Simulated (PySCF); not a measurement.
Vertical excitations of a molecule FH7OSi3 from TDA-CAM-B3LYP/def2-SVPD (PySCF 2.14.0), as energy in eV (oscillator strength): 5.56 (0.041), 6.47 (0.071), 6.64 (0.044), 6.83 (0.023), 7.38 (0.052), 7.53 (0.113), 7.73 (0.120), 7.84 (0.117), 7.99 (0.212), 8.04 (0.014). Lowest triplet (TDA): 4.88 eV. The structure is a stationary point at PBE0-D3(BJ)/def2-SVP. One conformer was computed; it need not be the lowest.

Identify the compound among the candidates.
A. O[Si@@H](F)[SiH2][SiH3]
B. F[SiH2][SiH2]O[SiH3]
C. O[SiH2][Si@H](F)[SiH3]
D. O[Si@H]([SiH3])[SiH2]F

C, O[SiH2][Si@H](F)[SiH3]
